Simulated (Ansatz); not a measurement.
`[Cl][Ga]([Cl])[Br]` → Cl• + `[Cl][Ga][Br]`• at 600 K and 1 bar (homolysis of the Cl–Ga bond).

Program: Ansatz. Geometries: PBE0-D4/def2-TZVP. ΔE: electronic, gas phase. CBS: MP2 limit from def2 TZ/QZ plus the TZ coupled-cluster correction, frozen cores. This one scheme is used for every species, atoms too. Open shells (•) are unrestricted, without spin–orbit coupling. Spin–orbit coupling would lower the free atoms: a little for Cl. For Br, Ga outer-core shells are correlated without core-valence functions, so the limit isn't a true one: a few kJ/mol of doubt a bond, and 10 to 20 or more in all where bonds break to atoms. Scalar relativity is left out up to krypton.

| species | CCSD(T)/CBS energy (Eh) | H − E (kJ/mol) | S (J/(mol·K)) |
| --- | --- | --- | --- |
| `[Cl][Ga]([Cl])[Br]` | -5416.98025 | 51.1 | 401.8 |
| Cl• | -459.70966 | 12.5 | 182.8 |
| `[Cl][Ga][Br]`• | -4957.10855 | 35.5 | 359.4 |

H − E and S are ideal-gas, rigid-rotor, harmonic terms from PBE0-D4/def2-TZVP, with the whole ground term of open shells counted as degenerate. 1 Eh = 2625.50 kJ/mol, R = 8.31446 J/(mol·K).

By hand: ΔE, ΔH, ΔS and ΔG.

ΔE = (-459.70966) + (-4957.10855) − (-5416.98025) = 0.16204 Eh = 425.4 kJ/mol. Δ(H − E) = 12.5 + 35.5 − 51.1 = -3.1, so ΔH = 422.3 kJ/mol. ΔS = 182.8 + 359.4 − 401.8 = 140.4 J/(mol·K). ΔG = 422.3 − 600 × (140.4)/1000 = 338.1 kJ/mol.

By hand: the equilibrium constant, and the temperature at which ΔG would vanish if ΔH and ΔS stayed fixed.

log₁₀ K = −ΔG/(RT ln 10) = -29.4. ΔG = 0 at ΔH/ΔS = 3008 K, far beyond where these terms or the molecules hold.

The number of gas molecules changes by +1, which sets the sign of ΔS. A doubt of 5 kJ/mol in ΔE shifts log₁₀ K by 0.4 here. These are equilibria of isolated gas molecules and say nothing of rates. Largest T1 diagnostic: 0.013 (customary marks: 0.02 for closed shells, 0.045 for open ones).
